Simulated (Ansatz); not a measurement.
CH3FOZn (`C[O][Zn][F]`). Charge 0, multiplicity 1. Geometry: relaxed with PBE0-D4/def2-TZVP. It is one conformer, not always the lowest.

```xyz
7

C     0.968   -0.405    0.161
O    -0.406   -0.523    0.422
Zn   -1.657    0.555   -0.177
F    -2.986    1.546   -0.705
H     1.205   -0.483   -0.908
H     1.393    0.535    0.535
H     1.482   -1.225    0.672
```

Question: What is the dipole moment at r2SCAN/def2-TZVPP? (Estimate.)

Answer: Computed: 1.92 D, with components (1.89, -0.37, 0.01) D in this frame, pointing from negative to positive charge.

Question: And with PBE, B3LYP, ωB97M-V? (Estimate.)

Answer: Ansatz gave: PBE 1.91 D, B3LYP 1.96 D, ωB97M-V 1.88 D.

Question: Give the Mulliken charges with r2SCAN, B3LYP, PBE in def2-TZVPP. (Estimate.)

Answer: Ansatz gave: 
| atom | r2SCAN | B3LYP | PBE |
| --- | --- | --- | --- |
| C1 | 0.07 | -0.07 | -0.09 |
| O2 | -0.49 | -0.47 | -0.39 |
| Zn3 | 0.73 | 0.74 | 0.62 |
| F4 | -0.47 | -0.47 | -0.42 |
| H5 | 0.05 | 0.09 | 0.09 |
| H6 | 0.05 | 0.09 | 0.09 |
| H7 | 0.05 | 0.10 | 0.09 |

B3LYP here is the variant with VWN-RPA as its local correlation; programs differ in this.
